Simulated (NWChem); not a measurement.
System: GeH$_{3}$TeI; SMILES [Te]([GeH3])I

```xyz
6

Te     1.0588    -0.4939     0.0207
I     -0.3902     1.8101    -0.0278
Ge    -1.0157    -2.0160     0.0046
H     -0.4530    -3.4491     0.0310
H     -1.8660    -1.7385     1.2530
H     -1.8245    -1.7689    -1.2772
```
Atoms are numbered in this order, from 1.

Level: PBE0/def2-SVP with def2 effective core potentials on Te, I (NWChem), optimised geometry, unscaled harmonic frequencies. def2 effective core potentials on Te, I; no spin-orbit coupling.

```
frequency (cm⁻¹)  IR intensity (km/mol)
----------------  ---------------------
59                                  0.2
103                                 0.0
205                                 3.1
232                                 4.1
497                                 4.1
513                                 4.4
792                               312.6
861                                34.2
878                                30.2
2154                               89.4
2174                               61.2
2177                               78.3
```

```json
{
  "zero_point_energy": "15.2 kcal/mol",
  "thermal correction to the enthalpy at 298.15 K (with zero-point energy)": "19.6 kcal/mol",
  "heat capacity Cv": "17.7 cal/(mol K)",
  "entropy at 298.15 K and 1 atm (symmetry number 1)": "87.5 cal/(mol K)"
}
```

Rigid rotor and harmonic oscillator; modes under 100 cm⁻¹ make the entropy uncertain.
